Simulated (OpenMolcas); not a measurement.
An atom or ion with 45 electrons was computed by MS-CASPT2, IPEA 0.25 Eh, imaginary shift 0.1 Eh with spin-orbit coupling (OpenMolcas, ANO-RCC-VQZP, DKH2). The lowest levels that the run gave, each within 12 % of the measured value where one is at hand:

| J | Parity | E (cm⁻¹) | g |
| --- | --- | --- | --- |
| 5/2 | even | 0.0 | 1.200 |
| 3/2 | even | 3660 | 0.800 |
| 9/2 | even | 24480 | 1.333 |
| 7/2 | even | 26370 | 1.230 |
| 5/2 | even | 28150 | 1.029 |
| 3/2 | even | 29120 | 0.429 |
| 7/2 | even | 31230 | 1.149 |
| 5/2 | even | 33430 | 1.015 |
| 5/2 | even | 35730 | 1.371 |
| 3/2 | even | 36720 | 1.272 |
| 1/2 | even | 38470 | 2.660 |
| 3/2 | even | 38690 | 1.323 |

Task: Which ion is it, and what are the configurations and terms?

Result: Pd+ (Z = 46, charge +1; active space 9 electrons in 6 orbitals (4d 5s)). J, parity and g give the terms where levels are pure, and mixed ones are named by the computed weights; the size of the splittings, set against known spectra of the 45-electron sequence, gives the charge. In order, with the measured energies in cm⁻¹ (NIST Handbook of Basic Atomic Spectroscopic Data): 4d⁹ ²D_5/2, 4d⁹ ²D_3/2 (3539), 4d⁸ 5s ⁴F_9/2 (25084), 4d⁸ 5s ⁴F_7/2 (27097), 4d⁸ 5s ⁴F_5/2 (28929), 4d⁸ 5s ⁴F_3/2 (29948), 4d⁸ 5s ²F_7/2 (32281), 4d⁸ 5s ²F_5/2 [66 %] (34425), 4d⁸ 5s ⁴P_5/2 [64 %], 4d⁸ 5s ⁴P_3/2 [47 %], 4d⁸ 5s ⁴P_1/2, 4d⁸ 5s ⁴P_3/2 [53 %].

CASPT2 breaks the degeneracy within a term, and the mean is taken; among the terms shown or strongly mixed into the levels shown the widest spread is 850 cm-1 (4d⁸ 5s ²F). Terms from blocks run as CI alone lack orbitals of their own. A single d shell beside an s shell can misplace configurations of different d count against each other. Computed and measured levels are paired by configuration, term and J; levels that our copy of the source lacks, or whose pairing is in doubt (as where it misses far off the trend of its configuration), stay unpaired and out of the deviations. Only configurations of the active space appear.

A share in square brackets marks a mixed level and gives the weight of the term that names it.
